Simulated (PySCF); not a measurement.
# What a mistake does to a calculation on Al2BCH6 cation

These are calculations, not measurements. They come from PySCF 2.14.0, an open-source quantum chemistry program, on an isolated molecule that a program drew, which may never have been made. The molecule is Al2BCH6 cation (charge +1, singlet), drawn as the SMILES string `B[CH2][AlH][AlH+]`.

Each row is a Hartree-Fock (HF) and frozen-core CCSD(T) single point in the cc-pV(D+d)Z basis, meant for a local HF minimum. Run 1 is clean. Each other run has one planted mistake out of seven kinds, and not every kind appears here: one electron removed, one electron added, multiplicity raised by two, geometry at a saddle point, minimal basis STO-3G, one bond length entered in bohr, all coordinates scaled. The reference is restricted for singlets and unrestricted otherwise, and also for a bond in bohr. Adding or removing an electron swaps singlet and doublet. Electrons count all cores. HOMO and LUMO are orbital energies over both spins, the gradient is its largest component, and the lowest frequency (negative if imaginary) is given only where the gradient is small. Bond lengths are over the 9 bonds as drawn. T1 is the CCSD diagnostic: over 0.02 (restricted) or 0.045 (unrestricted) a single reference is doubtful.

Geometry of the clean run:
```xyz
10
Al2BCH6 cation, angstrom
B    -0.9621    0.6316    0.4460
C    -0.2653   -0.3062   -0.5842
Al    1.6361    0.0571   -0.7527
Al    2.8931    0.1148    1.6638
H    -0.7476    0.4790    1.6237
H    -1.6396    1.5537    0.0995
H    -0.6969   -0.2964   -1.5885
H    -0.2313   -1.3427   -0.2070
H     2.6440    0.2561   -1.9255
H     3.6012    0.1493    3.0581
```

| run | electrons | basis functions | <S^2> | HOMO (eV) | LUMO (eV) | gradient (hartree/bohr) | lowest frequency (cm^-1) | mean bond (Å) | longest bond (Å) | T1 | HF (hartree) | CCSD(T) (hartree) | mistake |
|---|---|---|---|---|---|---|---|---|---|---|---|---|---|
| 1 | 42 | 104 | 0.000 | -14.82 | -4.95 | 4.5e-05 | 47 | 1.5497 | 2.724 | 0.0126 | -549.62075 | -550.01685 | no fault |
| 2 | 42 | 104 | 0.000 | -14.73 | -4.91 | 1.0e-02 | - | 1.5730 | 2.765 | 0.0127 | -549.61915 | -550.01654 | all coordinates scaled |
| 3 | 41 | 104 | 0.804 | -19.85 | -12.51 | 6.2e-02 | - | 1.5497 | 2.724 | 0.0610 | -549.11383 | -549.48214 | one electron removed |
| 4 | 42 | 34 | 0.000 | -12.35 | 1.52 | 3.1e-02 | - | 1.5497 | 2.724 | 0.0096 | -543.14061 | -543.33342 | ? |

**Which mistake was planted in run 4, and what did it cost?**

It has 34 basis functions where the clean run has 104, with the same electrons and geometry. So the mistake is: minimal basis STO-3G. Subtracting run 1 and multiplying by 627.51 kcal/mol a hartree, the energy moved by 4066.3 kcal/mol in HF and 4193.9 kcal/mol in CCSD(T).

Cautions from the logs. Run 3: T1 is over the limit, so its CCSD(T) energy is less reliable.
